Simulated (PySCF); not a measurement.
## How methods differ on the excitation energy of Pd

Pd [Kr] 4d10 (1S) → Pd [Kr] 4d9 5s1 (3D), as a difference of total energies. All numbers are calculated (PySCF 2.14, a scalar-relativistic core potential, in aug-cc-pwCVDZ-PP with ECP28MDF). Correlated levels: valence: 4s2 4p6 frozen. The calculations carry no spin-orbit coupling.

| method | excitation energy (eV) |
| --- | --- |
| UHF | -0.052 |
| MP2 (valence) | 1.254 |
| SCS-MP2 (valence) | 1.202 |
| CCSD (valence) | 0.798 |
| CCSD(T) (valence) | 0.910 |

How much does correlation contribute at CCSD(T) (valence)?

0.910 − (-0.052) = 0.962 eV, measured against UHF.
